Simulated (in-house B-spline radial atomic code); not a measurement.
A fraction x of an electron is removed from 4f in the praseodymium ion Pr⁴⁺, starting from [Xe] 4f1 and keeping the highest spin. Computed with a radial B-spline atomic code at the basis-set limit: scalar-relativistic (X2C) B97-1, spin-polarised, spherical fractional occupations, Fermi nucleus of rms radius 4.8919 fm.

Caution: exact exchange at fractional occupations of open shells leaves self-interaction of up to several eV.

```json
{"x": "0", "E(x) - E(0) (eV)": "0.0000", "4f up level (eV)": "-46.784"}
{"x": "0.12", "E(x) - E(0) (eV)": "5.7489", "4f up level (eV)": "-49.036"}
{"x": "0.16", "E(x) - E(0) (eV)": "7.7254", "4f up level (eV)": "-49.792"}
{"x": "0.31", "E(x) - E(0) (eV)": "15.4086", "4f up level (eV)": "-52.657"}
{"x": "0.38", "E(x) - E(0) (eV)": "19.1419", "4f up level (eV)": "-54.008"}
{"x": "0.5", "E(x) - E(0) (eV)": "25.7629", "4f up level (eV)": "-56.346"}
{"x": "0.57", "E(x) - E(0) (eV)": "29.7552", "4f up level (eV)": "-57.721"}
{"x": "0.71", "E(x) - E(0) (eV)": "38.0302", "4f up level (eV)": "-60.499"}
{"x": "0.8", "E(x) - E(0) (eV)": "43.5561", "4f up level (eV)": "-62.302"}
{"x": "0.98", "E(x) - E(0) (eV)": "55.0982", "4f up level (eV)": "-65.952"}
{"x": "1", "E(x) - E(0) (eV)": "56.4213", "4f up level (eV)": "-"}
```

The exact functional would give a straight line between the two integer points. Deviations E(x) - E(0) - x[E(1) - E(0)], in eV: -1.022 at x = 0.12, -1.302 at x = 0.16, -2.082 at x = 0.31, -2.298 at x = 0.38, -2.448 at x = 0.5, -2.405 at x = 0.57, -2.029 at x = 0.71, -1.581 at x = 0.8, -0.195 at x = 0.98.

The curve lies below the straight line by up to 2.448 eV (at x = 0.5): convex, the delocalisation error, to which spherically averaged exact exchange adds.

Question: How well does Slater's transition state (minus the level at half occupation) give the ionisation energy?

Answer: It gives 56.346 eV against 56.421 eV from the two total energies; NIST lists 57.53 eV, ground level to ground level. The end point has an open shell averaged over its orbitals, so its exact exchange keeps a self-interaction and this is no true integer point.
